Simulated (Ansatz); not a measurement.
Cartesian coordinates in Å:
```
B -2.289 -1.588 0.940
In -0.549 -0.355 0.259
Cl 0.030 -1.378 -1.862
B 1.008 1.278 0.348
N 1.842 1.283 -0.749
H -3.409 -1.305 0.633
H -2.131 -2.577 1.594
H 1.159 2.088 1.216
H 1.745 0.614 -1.503
H 2.594 1.942 -0.877
```

Charge 0, multiplicity 1. In takes the def2 core potential.

Question: List the r2SCAN/def2-TZVPP orbital energies in eV (Ansatz). (An estimate is asked.)

Answer: Ansatz gave: Occupied: -2752.03, -385.86, -253.39, -191.89, -191.82, -191.80, -181.26, -180.56, -125.40, -82.10, -81.89, -81.73, -23.18, -20.14, -19.33, -19.25, -19.15, -19.04, -18.72, -13.68, -13.43, -13.01, -10.26, -9.47, -9.04, -8.07, -7.34, -7.18, -7.18, -6.06. Lowest empty: -3.08, -2.50, 0.00, 0.17, 0.29, 1.29, 1.99, 2.01.
